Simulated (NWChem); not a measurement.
System: vinylene carbonate (C3H2O3); SMILES c1(occo1)=O

NWChem input:

```
start job
memory heap 200 mb stack 900 mb global 1100 mb
geometry units angstroms noautosym nocenter noautoz
  O      0.000000     0.000000    -1.997115
  C      0.000000     0.000000    -0.801092
  O      0.000000     1.114600     0.018585
  C      0.000000     0.673803     1.325168
  C      0.000000    -0.673803     1.325168
  O      0.000000    -1.114600     0.018585
  H      0.000000     1.428056     2.116733
  H      0.000000    -1.428056     2.116733
end
basis spherical
  * library def2-svp
end
dft
  xc m05-2x
  iterations 150
end
cosmo
  dielec 37.5
end
task dft energy
```

Geometry: optimised at PBE-D3(BJ)/def2-SVP.

Level: M05-2X/def2-SVP with COSMO at NWChem's default radii, gas-phase geometry; the question gives the dielectric constant.

Problem. Give the results of this calculation. (M05-2X/def2-SVP, COSMO on the gas-phase geometry.) Quantities: electrostatic solvation energy (kcal/mol); dipole in solution (D).

Solution. 
| Item | Result |
|---|---|
| electrostatic solvation energy (kcal/mol) | -8.0 |
| dipole in solution (D) | 5.89 |
